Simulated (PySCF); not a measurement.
# An isoelectronic set: 50 electrons

PBE0 in PySCF with def2-SVPD on every atom (core potentials on Rb, Sr, Sn), for the lowest determinant that a PBE0 search found; no spin–orbit coupling. All have 50 electrons, 4 of them in the valence shells, and the same state, a singlet (closed shell). For ions De leads to the atom and ion picked by measured ionisation energies and electron affinities.

```
species  difference of nuclear charges  Re (Å)  ωe (cm⁻¹)  k (mdyn/Å)  De (eV)  dissociates to
  RbMg⁻                             25   4.479       52.1      0.0299     0.25        Rb⁻ + Mg
  NaSr⁻                             27   4.166       77.3      0.0642     0.61        Na⁻ + Sr
   SrMg                             26   4.082       73.2      0.0594     0.15         Sr + Mg
   SnH⁺                             49   1.771       1814        1.94     2.67         Sn⁺ + H
```

Which member of the whole set has the stiffest bond, and how does it compare with the softest?

SnH⁺ with k = 1.94 mdyn/Å, 65 times that of RbMg⁻.

Closed-shell solutions of metal pairs were not tested for spin polarisation, which can lower them a little. Weak bonds: RbMg⁻, SrMg. Basis-set superposition, not corrected here, can be much of De in a small basis, most of all at correlated wavefunction levels. Spin–orbit coupling is left out, which matters for elements this heavy, above all for dissociation energies. For an ion De counts to the pair picked by the measured ionisation energies or electron affinities, which need not be the lowest pair at this level. The highest Kohn–Sham level is positive in some of these anions. Much of that is self-interaction error, but it also means that the finite basis helps to hold the extra electron.
